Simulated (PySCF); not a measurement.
ClSnN: from structure and modes to constants

All numbers come from PBE0 in PySCF with Sn def2-TZVP with ECP28, N def2-TZVP, Cl def2-TZVP; scalar-relativistic core potentials, no spin–orbit coupling; density-fitted integrals.

The singlet minimum has C∞v symmetry. Masses (u): Sn 119.90220, N 14.00307, Cl 34.96885.

```xyz
3
charge 0 multiplicity 1, angstrom
Sn    0.0000    0.0000   -0.3254
N     0.0000    0.0000   -2.1464
Cl    0.0000    0.0000    1.9750
```

Harmonic wavenumbers (cm⁻¹): 78.8 (π, ×2), 372.4 (σ+, ×1), 872.6 (σ+, ×1).

Q: Find the principal moments of inertia and the rotational constants. What kind of rotor is it?

A: About the centre of mass I = 213.6 u Å². With B = 16.8576/I this gives 0.07892 cm⁻¹. The molecule is linear.

Q: What is the harmonic zero-point energy?

A: Half the sum of all 4 wavenumbers, 1403/2 = 701 cm⁻¹, which is 8.4 kJ/mol (1 cm⁻¹ = 0.0119627 kJ/mol).

Q: Find the vibrational entropy and heat capacity at 298.15 K.

A: With u = 1.43878 ω/T, each mode gives S = R[u/(eᵘ−1) − ln(1−e⁻ᵘ)] and C = R u² eᵘ/(eᵘ−1)².
| ω (cm⁻¹) | u | S (J/(mol K)) | C (J/(mol K)) |
| --- | --- | --- | --- |
| 78.8 (×2) | 0.380 | 16.40 | 8.21 |
| 372.4 | 1.797 | 4.48 | 6.40 |
| 872.6 | 4.211 | 0.65 | 2.25 |
The sums over all modes are S = 37.9 and C = 25.1 J/(mol K); the softest mode gives 43 % of the entropy (each member, where degenerate).

Other isomers or separated fragments may lie lower.
